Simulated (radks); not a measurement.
The numbers below are computed, except where a source is named.
Coulomb parameter of the 4f shell of the holmium ion Ho+ in the model configuration [Xe] 4f10 5d1 6s1, as a second difference U = [E(n + 0.25) + E(n - 0.25) - 2 E(n)] / (0.25)^2 with all orbitals relaxed. "Bare": the charge of the atom changes with n. "Screened": the 5d shell takes up the change at fixed total charge, which measures U(4f,4f) + U(5d,5d) - 2 U(4f,5d). Level of theory: scalar-relativistic Kohn-Sham, PBE, spin-unpolarised, spherical densities, finite nucleus; Fermi nuclear charge, rms radius 5.2022 fm (a radial shooting solver on a logarithmic mesh with Libxc functionals).

case,configuration,E - E(n) (eV)
start,[Xe] 4f10 5d1 6s1,0.000
bare +0.25,[Xe] 4f10.25 5d1 6s1,-3.492
bare -0.25,[Xe] 4f9.75 5d1 6s1,4.485
screened +0.25,[Xe] 4f10.25 5d0.75 6s1,-1.767
screened -0.25,[Xe] 4f9.75 5d1.25 6s1,2.095

U(bare) = 15.887 eV, U(screened by 5d) = 5.248 eV, against the Slater integral F0(4f,4f) = 32.091 eV with frozen orbitals.
